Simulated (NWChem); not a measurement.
System meant: CH₉NSi₂; SMILES CN[SiH2][SiH3]

Here is an NWChem input.

```
start job
memory heap 200 mb stack 900 mb global 1100 mb
geometry units angstroms noautoz
  C      1.098476     1.960909     0.293251
  N     -0.118994     1.520666    -0.364361
  Si    -0.994556     0.064176     0.044657
  Si     0.444544    -1.797994    -0.105468
  H      1.710500     2.600482    -0.379095
  H      0.935488     2.530456     1.240705
  H      1.726014     1.082116     0.552863
  H     -0.673896     2.285794    -0.756252
  H     -2.109556    -0.057427    -0.961174
  H     -1.637149     0.032273     1.421700
  H     -0.320150    -3.060145     0.203446
  H      1.584242    -1.700653     0.877429
  H      1.029078    -1.913745    -1.489195
end
basis spherical
  * library def2-svp
end
dft
  xc xpbe96 cpbe96
  iterations 4
  mulliken
end
task dft energy
```

End of the output:

```
    Atom       Charge   Shell Charges
 -----------   ------   -------------------------------------------------------
    1 C    6     6.02   1.96  0.58  0.30  1.86  1.21  0.10
    2 N    7     7.23   1.97  0.73  0.43  2.28  1.78  0.03
    3 Si  14    13.68   2.00  1.93  0.68  0.35  5.81  1.32  1.24  0.35
    4 Si  14    13.81   2.00  1.94  0.72  0.38  5.82  1.35  1.44  0.17
    5 H    1     0.97   0.64  0.27  0.06
    6 H    1     0.99   0.65  0.28  0.06
    7 H    1     0.97   0.64  0.27  0.06
    8 H    1     0.93   0.59  0.21  0.12
    9 H    1     1.08   0.64  0.42  0.02
   10 H    1     1.11   0.64  0.44  0.03
   11 H    1     1.07   0.63  0.42  0.02
   12 H    1     1.07   0.63  0.42  0.02
   13 H    1     1.07   0.63  0.42  0.03

 center of mass
 --------------
 x =  -0.04502668 y =  -0.03784535 z =  -0.01422136

 moments of inertia (a.u.)
 ------------------
         772.971812676383          -0.000000000001           0.000000000000
          -0.000000000001         276.938772044277          -0.000000000008
           0.000000000000          -0.000000000008         968.608811819174

     Multipole analysis of the density
     ---------------------------------

     L   x y z        total         alpha         beta         nuclear
     -   - - -        -----         -----         ----         -------
     0   0 0 0      0.000000    -25.000000    -25.000000     50.000000

     1   1 0 0      0.040181      0.020090      0.020090      0.000000
     1   0 1 0      0.582242      0.291121      0.291121     -0.000000
     1   0 0 1     -0.037168     -0.018584     -0.018584     -0.000000

     2   2 0 0    -32.279190    -91.228622    -91.228622    150.178054
     2   1 1 0      0.137910     -2.845102     -2.845102      5.828114
     2   1 0 1      0.881845     -0.276782     -0.276782      1.435410
     2   0 2 0    -30.267380   -229.948159   -229.948159    429.628938
     2   0 1 1     -0.610373     -1.057811     -1.057811      1.505250
     2   0 0 2    -33.265959    -34.186727    -34.186727     35.107495

 ------------------------------------------------------------------------
 dft energy failed                                                                                  0
 ------------------------------------------------------------------------
 ------------------------------------------------------------------------
  current input line :
    26: task dft energy
 ------------------------------------------------------------------------
 ------------------------------------------------------------------------
 This type of error is most commonly associated with calculations not reaching convergence criteria
 ------------------------------------------------------------------------
 For more information see the NWChem manual at https://nwchemgit.github.io

0:dft energy failed:Received an Error in Communication
```

Q: Find the fault in this run and fix the input.

A: Convergence was not reached. Cause: the SCF was allowed too few iterations. This input runs:
```
start job
memory heap 200 mb stack 900 mb global 1100 mb
geometry units angstroms noautoz
  C      1.098476     1.960909     0.293251
  N     -0.118994     1.520666    -0.364361
  Si    -0.994556     0.064176     0.044657
  Si     0.444544    -1.797994    -0.105468
  H      1.710500     2.600482    -0.379095
  H      0.935488     2.530456     1.240705
  H      1.726014     1.082116     0.552863
  H     -0.673896     2.285794    -0.756252
  H     -2.109556    -0.057427    -0.961174
  H     -1.637149     0.032273     1.421700
  H     -0.320150    -3.060145     0.203446
  H      1.584242    -1.700653     0.877429
  H      1.029078    -1.913745    -1.489195
end
basis spherical
  * library def2-svp
end
dft
  xc xpbe96 cpbe96
  iterations 150
  mulliken
end
task dft energy
```
It converges to -676.55967 Ha (PBE/def2-SVP).
